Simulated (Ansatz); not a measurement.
Isomers of C3H11BSi, relaxed with PBE0-D4/def2-TZVP in Ansatz; electronic energies, one conformer each and not always the lowest. Functionals use def2-TZVPP; CBS adds triple-zeta CCSD(T) − MP2 to the MP2 limit of def2-TZVPP and def2-QZVPP.

(1) Order them by energy at frozen-core CCSD(T)/CBS, lowest first. (An estimate is asked.)
A. `CCB(C)[SiH3]`
B. `B[Si](C)(C)C`
C. `B[SiH](C)CC`
D. `CB(C)C[SiH3]`
E. `C[SiH2]B(C)C`

(2) How do B2PLYP, r2SCAN-D4, PBE0-D4, HF/CBS(def2) place them (kJ/mol, against `CB(C)C[SiH3]`)? (Estimate.)

## Answers

(1) D (0.0 kJ/mol), E (43.9 kJ/mol), B (65.4 kJ/mol), A (91.8 kJ/mol), C (116.4 kJ/mol).

(2) Ansatz gave: 
| isomer | B2PLYP | r2SCAN-D4 | PBE0-D4 | HF/CBS(def2) |
| --- | --- | --- | --- | --- |
| `C[SiH2]B(C)C` | 43.4 | 41.8 | 39.1 | 46.2 |
| `B[SiH](C)CC` | 119.2 | 124.7 | 119.2 | 111.3 |
| `CCB(C)[SiH3]` | 92.6 | 93.9 | 88.2 | 92.1 |
| `B[Si](C)(C)C` | 68.7 | 71.0 | 68.9 | 65.5 |
